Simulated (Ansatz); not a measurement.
System: sum formula H2Si2OCl4, charge 0, multiplicity 1. 
Structure (B3LYP-D3(BJ)/def2-TZVP (Ansatz, a program for electronic structure) minimum search):
SMILES: O([SiH](Cl)Cl)[SiH](Cl)Cl
```xyz
9

Cl    -1.8741    -0.7845     1.2080
Si    -1.4800    -0.2706    -0.7301
Cl    -2.0737     1.6567    -1.0532
O      0.1141    -0.3986    -1.0170
Si     1.6089    -0.1798    -0.4191
Cl     1.6604     1.5310     0.6970
Cl     2.1066    -1.7718     0.7594
H     -2.1994    -1.1632    -1.6366
H      2.5544    -0.0774    -1.5289
```
Charge 0, spin multiplicity 1.

Basis-set convergence of Hartree-Fock and CCSD correlation energies (hartree) with Ansatz. Valence correlation only, unless marked. Spin-orbit coupling is left out. Non-relativistic.

| basis | functions | E(HF) | E(corr, CCSD) |
|---|---|---|---|
| cc-pV(D+d)Z | 162 | -2492.24697 | -0.97511 |
| cc-pV(T+d)Z | 292 | -2492.38028 | -1.28373 |
| cc-pV(Q+d)Z | 499 | -2492.40902 | -1.39207 |

Extrapolating the two largest sets (X = 3 and 4) as X^-3: E(corr) = (64·(-1.39207) - 27·(-1.28373))/37 = -1.4711 Eh, an estimate of the basis-set limit. The largest set recovers 94.6 % of it, the smallest 66.3 %.
